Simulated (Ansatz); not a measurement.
CH5B (SMILES BC) moved off its minimum; all values from Ansatz (a first-principles code), cores frozen in correlated methods.
(charge 0, multiplicity 1)
```xyz
7

B     -0.4884    -0.7089     0.1816
H     -0.1160    -1.6552     0.7501
H     -1.5156    -0.8557    -0.3573
C      0.3581     0.5395    -0.1232
H      0.0913     1.1852     0.7316
H      0.1804     1.0817    -1.0437
H      1.4576     0.4329    -0.0442
```

Q: Give the forces (eV/Å), the total energy and the dipole at CCSD(T)/cc-pVTZ.

A: 
```
atom      Fx      Fy      Fz
----  ------  ------  ------
B1     0.229  -0.459  -1.351
H2     0.389  -0.296   0.860
H3    -0.863   0.197  -0.032
C4     1.243   0.338   0.544
H5    -0.026   0.323  -0.093
H6    -0.495   0.101  -0.085
H7    -0.477  -0.205   0.157
```
Energy -65.7912 hartree, dipole 0.69 D.
